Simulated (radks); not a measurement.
Values are calculated unless marked as measured or tabulated.
Charge is removed step by step from the 5d (averaged over the sub-levels emptied) level of Pt, starting from [Xe] 4f14 5d9 6s1. Code: a radial shooting solver on a logarithmic mesh with Libxc functionals. Model: Dirac Kohn-Sham, PBE, spin-unpolarised, spherical densities, finite nucleus; open shells are shared between the two j in proportion to 2j + 1; Fermi nuclear charge, rms radius 5.427 fm.

removed (e),E - E(0) (eV),eigenvalue (eV),E minus straight line (eV)
0,0.000,-6.182,0.000
0.1,0.665,-7.127,-0.454
0.2,1.426,-8.095,-0.813
0.3,2.285,-9.083,-1.074
0.4,3.243,-10.091,-1.235
0.5,4.304,-11.118,-1.294
0.6,5.468,-12.164,-1.249
0.7,6.737,-13.227,-1.099
0.8,8.114,-14.307,-0.842
0.9,9.599,-15.404,-0.476
1,11.195,-16.516,0.000

Removing the whole electron costs 11.195 eV by Delta-SCF, against 6.182 eV from minus the eigenvalue at the starting occupation. Slater's transition state (half an electron removed) gives 11.118 eV. Integrating minus the eigenvalue over the occupation (Janak's theorem) gives 11.195 eV. The mean slope of the eigenvalue, de/dn, is 10.3 eV per electron.
